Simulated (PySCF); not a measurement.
Isomers of [C6H11N2]+ (charge +1), one GFN2-xTB conformer each. Single-point energies are computed at PBE0/pcSseg-1 (PySCF, gas phase, no added dispersion term), electronic only.

```
            SMILES  GFN2-xTB relative energy (kcal/mol)
   Cc1cn(C)c[n+]1C                                  0.0
CCc1c[n+](C)c[nH]1                                  8.0
```

Conformers: `[CH3:1][CH2:2][c:3]1[cH:4][n+:5]([CH3:6])[cH:7][nH:8]1` (charge +1) with C1–C2–C3–C4 -97°.

Q: What does PBE0/pcSseg-1 give for the same structures?

A: 
```csv
SMILES,PBE0/pcSseg-1 E (Eh),PBE0/pcSseg-1 (kcal/mol),GFN2-xTB (kcal/mol),point group
Cc1cn(C)c[n+]1C,-344.10069,0.0,0.0,Cs
CCc1c[n+](C)c[nH]1,-344.09916,1.0,8.0,C1
```

Both levels put the same isomer lowest. As drawn, the higher has an N–H bond, which the lower lacks. Neighbours under 5.0 kcal/mol apart (Cc1cn(C)c[n+]1C and CCc1c[n+](C)c[nH]1) can change places with a better method, another conformer or zero-point energy.

Q: Which frontier levels and rotational constants go with these structures?

A: 
```
            SMILES  HOMO (eV, PBE0/pcSseg-1)  LUMO (eV)     A, B, C (MHz)
   Cc1cn(C)c[n+]1C                    -11.72      -4.80  3894, 1693, 1207
CCc1c[n+](C)c[nH]1                    -11.86      -5.03  5326, 1255, 1115
```

Q: As an exercise, what shares would exp(−E/RT) give at 500 K from these electronic energies alone (no entropy, no degeneracies)?

A: RT = 0.994 kcal/mol: Cc1cn(C)c[n+]1C 72.4 %, CCc1c[n+](C)c[nH]1 27.6 %.
